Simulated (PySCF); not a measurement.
These 4 structures share the formula C8H9F2 (doublet state). Method used: PBE0-D3(BJ)/def2-SVP geometry optimisation, gas phase (PySCF 2.14.0). One conformer each; no zero-point energy, no entropy. No frequencies were run at this level. Point groups hold within 0.08 Å. The open-shell SCF solutions weren't tested for stability.

Question: Order them by energy at this level, lowest first, and give relative energies in kcal/mol.
A. `[F:1][CH:2]([F:3])[C@@H:4]1[CH2:5][C:6]2[CH:7]=[CH:8][C@H:9]1[CH2:10]2` (doublet state) with F1–C2–C4–C5 -65°
B. `[F:1][C:2]([F:3])[C@@H:4]1[CH2:5][C@@H:6]2[CH:7]=[CH:8][C@H:9]1[CH2:10]2` (doublet state) with F1–C2–C4–C5 -178°
C. `[F:1][CH:2]([F:3])[C@@H:4]1[CH2:5][C@H:6]2[CH:7][C@@H:8]1[CH:9]=[CH:10]2` (doublet state) with F1–C2–C4–C5 -64°
D. `[F:1][CH:2]([F:3])[C:4]1[CH2:5][C@@H:6]2[CH:7]=[CH:8][C@H:9]1[CH2:10]2` (doublet state) with F1–C2–C4–C5 78°

Answer: D (0.0), B (1.4), C (8.2), A (10.4).

Neighbours under 5.0 kcal/mol apart (FC(F)[C]1C[C@@H]2C=C[C@H]1C2 and F[C](F)[C@@H]1C[C@@H]2C=C[C@H]1C2; FC(F)[C@@H]1C[C@H]2[CH][C@@H]1C=C2 and FC(F)[C@@H]1C[C]2C=C[C@H]1C2) can change places with a better method, another conformer or zero-point energy. All arise from one parent by loss of a hydrogen atom (FC(F)[C]1C[C@@H]2C=C[C@H]1C2: H removed from sp3 C; F[C](F)[C@@H]1C[C@@H]2C=C[C@H]1C2: H removed from sp3 C; FC(F)[C@@H]1C[C@H]2[CH][C@@H]1C=C2: H removed from sp3 C; FC(F)[C@@H]1C[C]2C=C[C@H]1C2: H removed from sp3 C), so the differences are those of the electronic X–H dissociation energies at this level.

```csv
SMILES,E (Eh),E rel (kcal/mol),dipole (D),point group,"A, B, C (MHz)",⟨S²⟩
FC(F)[C]1C[C@@H]2C=C[C@H]1C2,-508.95701,0.0,2.19,C1,"2598, 1036, 1005",0.756
F[C](F)[C@@H]1C[C@@H]2C=C[C@H]1C2,-508.95481,1.4,1.93,C1,"2557, 1107, 1066",0.753
FC(F)[C@@H]1C[C@H]2[CH][C@@H]1C=C2,-508.94402,8.2,1.82,C1,"2601, 1057, 949.8",0.754
FC(F)[C@@H]1C[C]2C=C[C@H]1C2,-508.94039,10.4,1.46,C1,"2591, 1061, 959.0",0.755
```

How do the relative energies change in single points at B3LYP/IGLO-III on C F, pcH-1 on H (no added dispersion term) on the same geometries?

```json
{"SMILES": "FC(F)[C]1C[C@@H]2C=C[C@H]1C2", "PBE0-D3(BJ)/def2-SVP (kcal/mol)": "0.0", "B3LYP/IGLO-III on C F, pcH-1 on H (kcal/mol)": "0.0", "shift": "0.0"}
{"SMILES": "F[C](F)[C@@H]1C[C@@H]2C=C[C@H]1C2", "PBE0-D3(BJ)/def2-SVP (kcal/mol)": "1.4", "B3LYP/IGLO-III on C F, pcH-1 on H (kcal/mol)": "3.2", "shift": "+1.8"}
{"SMILES": "FC(F)[C@@H]1C[C@H]2[CH][C@@H]1C=C2", "PBE0-D3(BJ)/def2-SVP (kcal/mol)": "8.2", "B3LYP/IGLO-III on C F, pcH-1 on H (kcal/mol)": "8.4", "shift": "+0.2"}
{"SMILES": "FC(F)[C@@H]1C[C]2C=C[C@H]1C2", "PBE0-D3(BJ)/def2-SVP (kcal/mol)": "10.4", "B3LYP/IGLO-III on C F, pcH-1 on H (kcal/mol)": "10.7", "shift": "+0.3"}
```

Each column counts from its own lowest isomer. The order is unchanged; the largest shift is 1.8 kcal/mol.
